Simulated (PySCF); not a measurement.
## Computed structure and properties of Lu2H6

System: Lu2H6 (singlet in the valence; each metal's 4f electrons, 14 of them, lie in its core potential, out of spins and levels); start: template (D2h). Method: PySCF 2.14.0, RKS r2SCAN, Lu lcecp-1-SVP with ECP60, H def2-SVP; non-relativistic Hamiltonian with scalar-relativistic core potentials where named; density fitting; no spin-orbit coupling.

Input of the relaxation:

```python
mol = gto.M(atom='''
Lu     0.00000     0.00000     1.61500
Lu    -0.00000    -0.00000    -1.61500
H      1.38110     0.00000    -0.00000
H     -1.38110    -0.00000     0.00000
H      0.00000     1.80320     2.73930
H      0.00000    -1.80320     2.73930
H     -0.00000     1.80320    -2.73930
H     -0.00000    -1.80320    -2.73930''',
    basis={'Lu': 'lcecp-1-SVP', 'H': 'def2-SVP'},
    ecp={'Lu': 'lcecp-1-SVP'},
    charge=0, spin=0)
mf = dft.RKS(mol, xc='R2SCAN')
mf.grids.atom_grid = (50, 194)  # f atoms: unpruned, at least (60, 302)
mf = mf.density_fit()  # fitting sets: Lu AutoAux, H def2-universal-JKFIT
mf.conv_tol = 1e-08; mf.max_cycle = 55
mf.kernel(dm0)  # dm0: converged density of the start geometry
# quasi-Newton relaxation in Cartesian coordinates to a largest gradient under 0.00045 Eh/bohr, steps kept in the point group
```

Run from Python with OMP_NUM_THREADS=2; the lines above give its settings. Where DIIS fails, smearing, a level shift and second-order steps follow.
It took 42 s on 2 threads of Arm Neoverse V2 (shared host), from the converged density of the start.

Course of the relaxation:

```
step  energy above end (eV)  largest force component within the symmetry (eV/Å)
   0                 0.5936                                               2.030
   1                 0.2752                                               1.424
   2                 0.0181                                               0.115
   3                 0.0105                                               0.078
   4                 0.0007                                               0.090
   5                 0.0002                                               0.051
   6                 0.0001                                               0.026
   7                 0.0000                                               0.009
```

Relaxed geometry (D2h):

```xyz
8

Lu    0.0000    0.0000    1.7168
Lu    0.0000    0.0000   -1.7168
H     1.2410    0.0000    0.0000
H    -1.2410    0.0000    0.0000
H     0.0000    1.6417    2.7725
H     0.0000   -1.6417    2.7725
H     0.0000    1.6417   -2.7725
H     0.0000   -1.6417   -2.7725
```

| contact | Å |
| --- | --- |
| Lu1–H3 (H) | 2.118 |
| Lu1–H4 (H) | 2.118 |
| Lu1–H5 (H) | 1.952 |
| Lu1–H6 (H) | 1.952 |
| Lu2–H7 (H) | 1.952 |
| Lu2–H8 (H) | 1.952 |

On the finer grid (75, 302):

| Item | Value |
| --- | --- |
| HOMO | -6.23 eV |
| LUMO | -2.55 eV |
| Dipole about the centre of mass | 0.00 D |
| Set of Mulliken populations of Lu1 outside the core potential | s 2.66, p 6.46, d 1.04, f 0.02 |
| D3(BJ) dispersion energy (not in the energies) | -0.034 eV |

| atom | Mulliken (e) | Löwdin (e) | spin (e) |
| --- | --- | --- | --- |
| Lu1 | 0.82 | 0.52 | 0.00 |
| Lu2 | 0.82 | 0.52 | 0.00 |
| H3 | -0.36 | -0.13 | 0.00 |
| H4 | -0.36 | -0.13 | 0.00 |
| H5 | -0.23 | -0.19 | 0.00 |
| H6 | -0.23 | -0.19 | 0.00 |
| H7 | -0.23 | -0.19 | 0.00 |
| H8 | -0.23 | -0.19 | 0.00 |

The 4f levels lie in the core potential and are missing.

No frequency check is given for this geometry.

Taking off one H (charge -1, singlet; the rest: singlet) in vacuum, both parts rigid, costs 11.58 eV; the small basis without counterpoise inflates it. Most of it is the attraction of opposite charges; other ways to part are cheaper, and one spin state was tried for the rest.

Rigid scan of H along the line from its metal:

```csv
distance to H3 (Å),energy (eV)
1.82,0.339
1.92,0.135
2.02,0.031
2.12,0.000
2.22,0.024
2.32,0.087
2.52,0.285
2.82,0.656
3.22,1.159
3.72,1.823
```

One start shape was tried, so this needn't be the lowest isomer.

An lcecp potential fixes the number of 4f electrons, so in runs with it no electron can move into or out of that shell.
